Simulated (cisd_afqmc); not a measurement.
Input (AFQMC/CISD/cc-pVDZ; cisd_afqmc is a phaseless AFQMC code with CISD trial states that reads the integrals written by Ansatz):

Ansatz 0.2 input:
```python
import cisd_afqmc

open("ham.yaml", "w").write("""\
crystal:
  periodic: [false, false, false]
  atoms:
    - {symbol: Se, position_ang: [0.18709455, 0.18468387, 0.22723640]}
    - {symbol: F, position_ang: [-1.50973285, 0.17018747, -0.28323287]}
    - {symbol: O, position_ang: [0.90329764, -0.97636732, -0.64711769]}
basis:
  gaussian:
    orbitals: cc-pVDZ
magnetization: {spin_polarized: true, initial_magnetization: 1}
correlation: {method: ccsd, electrons: outside_noble_gas, hamiltonian_folder: ham}
""")
rep = cisd_afqmc.ansatz("ham.yaml")
e_ccsd = rep["correlation"]["coupled_cluster"]["energy"]["hartree"]
out = cisd_afqmc.run("ham", e_ccsd, trial="CISD", walkers=200, populations=8, threads=8, dt=0.005, steps=40, early=24, settle=10, least=32,
    cut=5e-5, rank_cut=2e-4, target=0.0004, seconds=1500, seed=1, memory=17280, gpu=False)
```

Output:

```
WARN ansatz::render: the results are in doubt because among natural orbitals full CI differs from the method by -0.083 eV
orbitals 39, occupied [10, 9], factors 208 of 586, rank of the doubles 288 of 560
E(HF) = -2574.038581
E(CCSD) on the cut factors = -2574.534529, shift to the whole factors 0.000001
Energy of the trial state on the determinant = -2574.534527
  tau behind 7.2 of longer steps, mean of the populations' last blocks
   2.0  -2574.55102
   4.0  -2574.55405
   6.0  -2574.55288
   8.0  -2574.55305
  10.0  -2574.55112
  12.0  -2574.55076
  14.0  -2574.55119
  16.0  -2574.55333
  18.0  -2574.55004
  20.0  -2574.55226
  22.0  -2574.55057
  24.0  -2574.55342
  26.0  -2574.55085
  28.0  -2574.55317
blocks 1216 (0 outliers left out), error by blocks joined: 1: 0.00023, 2: 0.00027, 4: 0.00032, 8: 0.00037, 16: 0.00039
E(AFQMC/CISD) = -2574.55229 +/- 0.00039
```

The run carries these doubts: large difference.
